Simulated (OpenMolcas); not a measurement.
# Multiconfigurational calculation on Xe⁺

Input:

```
&GATEWAY
Coord
1

Xe 0.0 0.0 0.0
Basis=ANO-R3
Group=XYZ
NoMove
AngMom=0.0 0.0 0.0
AMFI
&SEWARD
&RASSCF
FileOrb=start.orb
Symmetry=2
Spin=2
nActEl=5 0 1
Inactive=15 9
Ras2=0 3
Ras3=6 0
CIRoot=3 3 1
SDav=3
CIMx=300
Iter=120 100
PrWF=0.3
OrbListing=Nothing
MaxOrb=0
Thrs=2.0e-7 1.0e-1 5.0e-4
Atom
>>> COPY $Project.JobIph JOB001
&RASSCF
FileOrb=start.orb
Symmetry=1
Spin=4
nActEl=5 0 1
Inactive=15 9
Ras2=0 3
Ras3=6 0
CIRoot=18 18 1
SDav=18
CIMx=300
Iter=120 100
PrWF=0.3
OrbListing=Nothing
MaxOrb=0
Thrs=2.0e-7 1.0e-1 5.0e-4
Atom
>>> COPY $Project.JobIph JOB002
&RASSCF
FileOrb=start.orb
Symmetry=1
Spin=2
nActEl=5 0 1
Inactive=15 9
Ras2=0 3
Ras3=6 0
CIRoot=49 49 1
SDav=54
CIMx=300
Iter=120 100
PrWF=0.3
OrbListing=Nothing
MaxOrb=0
Thrs=2.0e-7 1.0e-1 5.0e-4
Atom
>>> COPY $Project.JobIph JOB003
&RASSI
NrOfJobIphs=3 3 18 49
1 2 3
1 2 3 4 5 6 7 8 9 10 11 12 13 14 15 16 17 18
1 2 3 4 5 6 7 8 9 10 11 12 13 14 15 16 17 18 19 20 21 22 23 24 25 26 27
28 29 30 31 32 33 34 35 36 37 38 39 40 41 42 43 44 45 46 47 48 49
IphNames
JOB001
JOB002
JOB003
EJob
SpinOrbit
DIPRint=1.0
SOCoupling=1000.0
Subsets=2
MEES
Property=10
'ANGMOM' 1 'ANGMOM' 2 'ANGMOM' 3 'MLTPL  1' 1 'MLTPL  1' 2 'MLTPL  1' 3
'AMFI' 1 'AMFI' 2 'AMFI' 3 'MLTPL  2' 6
SOProperty=3
'ANGMOM' 1 'ANGMOM' 2 'ANGMOM' 3
```

A driver script runs the steps one by one and writes start.orb anew before each from the orbitals found so far.

Output, cut to the results:

```
--- SEWARD ---
Basis set label: XE.ANO-R...8S7P5D4F3G2H.

      Electronic valence basis set:
      ------------------
      Associated Effective Charge  54.000000 au
      Associated Actual Charge     54.000000 au
      Nuclear Model: Finite nucleus - Gaussian distribution
        Gaussian exponent, Xi/bohr**(-2):  1.80305E+08

      Shell  nPrim  nBasis  Cartesian Spherical Contaminant
         s      23       8        X
         p      18       7        X
         d      12       5                 X
         f       6       4                 X
         g       5       3                 X
         h       4       2                 X
                  Relativistic X2C integrals
                  Atomic mean-field integrals
--- RASSCF ---
Wave function specifications:
      -----------------------------

      Number of closed shell electrons          48
      Number of electrons in active shells       5
      Max number of holes in RAS1 space          0
      Max nr of electrons in RAS3 space          1
      Number of inactive orbitals               24
      Number of active orbitals                  9
      Number of secondary orbitals              98
      Spin quantum number                      0.5
      State symmetry                             2
Orbital specifications:
      -----------------------

      Symmetry species                           1   2
                                                ag  au
      Frozen orbitals                            0   0
      Inactive orbitals                         15   9
      Active orbitals                            6   3
      RAS1 orbitals                              0   0
      RAS2 orbitals                              0   3
      RAS3 orbitals                              6   0
      Secondary orbitals                        39  59
      Deleted orbitals                           0   0
      Number of basis functions                 60  71
      Number of CSFs                             3
      Number of root(s) required                 3
      Iter CI   SX   CI       RASSCF       Energy    max ROT     max BLB   max BLB  Level Ln srch  Step   QN
          iter iter root      energy       change     param      element    value   shift minimum  type update
 Nr of preliminary CI iterations:   1
 ###############################################################################
 ###############################################################################
 ###                                                                         ###
 ###                                                                         ###
 ###    WARNING: Problems in orbital optimization.                           ###
 ###                                                                         ###
 ###                                                                         ###
 ###############################################################################
 ###############################################################################
  Warning: In symmetry  1, orbital p=  16 has diagonal density matrix element D(p,p) close to zero. D(p,p)=  0.000000E+00
  Warning: In symmetry  1, orbital p=  17 has diagonal density matrix element D(p,p) close to zero. D(p,p)=  0.000000E+00
        ...
  Warning: In symmetry  1, orbital p=  19 has diagonal density matrix element D(p,p) close to zero. D(p,p)=  0.000000E+00
  Warning: In symmetry  1, orbital p=  20 has diagonal density matrix element D(p,p) close to zero. D(p,p)=  0.000000E+00
  Warning: In symmetry  1, orbital p=  21 has diagonal density matrix element D(p,p) close to zero. D(p,p)=  0.000000E+00
        4   1    3    0  -443.13344510    0.00E+00  -3.37E-07   15  21 1 -1.11E-06   0.50   0.00    SX    NO
      Convergence after  4 iterations
        5   1    3    0  -443.13344510   -6.37E-12  -3.37E-07   15  21 1 -4.24E-07   0.50   0.00    SX    NO
      Natural orbitals and occupation numbers for root  1
      sym 1:   0.000000   0.000000   0.000000   0.000000   0.000000   0.000000
      sym 2:   2.000000   2.000000   1.000000
      Natural orbitals and occupation numbers for root  2
      sym 1:   0.000000   0.000000   0.000000   0.000000   0.000000   0.000000
      sym 2:   1.000000   2.000000   2.000000
      Natural orbitals and occupation numbers for root  3
      sym 1:   0.000000   0.000000   0.000000   0.000000   0.000000   0.000000
      sym 2:   2.000000   1.000000   2.000000
...
--- RASSI ---
SPIN-FREE ENERGIES:
  (Shifted by EMIN (a.u.) =      -7443.1334450991)

 SF State       Relative EMIN(au)   Rel lowest level(eV)    D:o, cm**(-1)      L_eff

     1             0.0000000000        0.0000000000              0.0000         1.0
     2             0.0000000000        0.0000000000              0.0000         1.0
     3             0.0000000000        0.0000000000              0.0000         1.0
     4             0.4204511574       11.4410588417          92278.3628         1.0
     5             0.4204511574       11.4410588417          92278.3628         1.0
     6             0.4204511574       11.4410588417          92278.3628         1.0
    22             0.4422490506       12.0342097338          97062.4474         1.0
    23             0.4422490506       12.0342097338          97062.4474         1.0
    24             0.4422490506       12.0342097338          97062.4474         1.0
    10             0.4679597484       12.7338334609         102705.2933         2.0
    11             0.4679597484       12.7338334609         102705.2933         2.0
     7             0.4679597484       12.7338334609         102705.2933         2.0
     8             0.4679597484       12.7338334609         102705.2933         2.0
     9             0.4679597484       12.7338334609         102705.2933         2.0
    25             0.4807302466       13.0813364195         105508.0937         2.0
    26             0.4807302466       13.0813364195         105508.0937         2.0
    27             0.4807302466       13.0813364195         105508.0937         2.0
    28             0.4807302466       13.0813364195         105508.0937         2.0
    29             0.4807302466       13.0813364195         105508.0937         2.0
    12             0.5183715074       14.1056073073         113769.3955         3.0
    13             0.5183715074       14.1056073073         113769.3955         3.0
...
```

Levels above the lowest, from the spin-orbit matrix, grouped by J:

```
Configuration   Term    J   E (eV)  Measured (eV)      g  Term weight %    Second
      5s2 5p5    2P*  3/2   0.0000         0.0000  1.334            100          
      5s2 5p5    2P*  1/2   1.1985         1.3064  0.666            100          
   5s2 5p4 6s     4P  5/2  11.2786        11.5390  1.576             94      6 2D
   5s2 5p4 6s     2P  3/2  11.6608                 1.454             50     41 4P
   5s2 5p4 6s     4P  1/2  12.2534        12.5419  2.621             93      7 2S
   5s2 5p4 6s     4P  3/2  12.4106                 1.555             58     39 2P
   5s2 5p4 6s     2P  1/2  12.8129        13.2547  0.713             92      4 2S
   5s2 5p4 5d     4D  5/2  12.8527        11.8277  1.355             89   4 2D(1)
   5s2 5p4 5d     4D  7/2  12.8891        11.8328  1.413             92      5 4F
   5s2 5p4 5d     4D  3/2  12.9363        11.9066  1.188             86   5 2D(1)
   5s2 5p4 5d     4D  1/2  13.1084                 0.135             86   8 2P(1)
   5s2 5p4 6s     2D  5/2  13.6497                 1.228             92      6 4P
   5s2 5p4 6s     2D  3/2  13.6745                 0.867             87     10 2P
   5s2 5p4 5d     4F  9/2  13.9817                 1.315             91      9 2G
   5s2 5p4 5d     4F  7/2  14.3452                 1.196             72  13 2F(1)
   5s2 5p4 5d  2P(1)  1/2  14.4897                 0.702             84     10 4D
   5s2 5p4 5d     4F  5/2  14.7332                 1.039             94      3 4D
   5s2 5p4 5d     4F  3/2  14.7911                 0.599             72  11 2D(1)
   5s2 5p4 5d     4P  1/2  14.8300                 2.500             90   7 2P(1)
   5s2 5p4 5d     4P  3/2  14.9299                 1.370             47  34 2P(1)
   5s2 5p4 5d  2D(1)  3/2  15.1453                 0.911             69  15 2P(1)
   5s2 5p4 5d  2F(1)  7/2  15.2628                 1.119             56     21 2G
   5s2 5p4 5d     4P  5/2  15.4381                 1.511             81  10 2D(1)
   5s2 5p4 5d  2P(1)  3/2  15.5147                 1.395             44     38 4P
```

Against the 7 measured excited levels shown (NIST Handbook of Basic Atomic Spectroscopic Data) the mean absolute deviation is 4900 cm-1; the largest miss in energy is 5s2 5p4 5d 4D 7/2: computed 12.8891, measured 11.8328 eV (+8.9 %).

ANO sets are built for valence states and can reach diffuse excited orbitals poorly, and with the s shell closed the s pⁿ⁺¹ terms that mix with these levels are absent. Measured partners are found by configuration, term and J. A level has none where our copy of the source lacks it or the pairing is in doubt (some pairs that miss far off the trend of their configuration count as doubtful), and it then counts in no deviation. Only configurations of the active space appear. The first state left out of the spin-orbit step lies near 170000 cm-1 above the lowest spin-free state of the reference (among the parities and spins computed), and the list stops at four fifths of that energy or lower. The table shows the lowest 24 of 30 levels.

The term weight is that of the spin-free term in the level, not the purity of its configuration. A number in round brackets counts repeated terms of one configuration in the order of the reference energies. * marks odd parity.
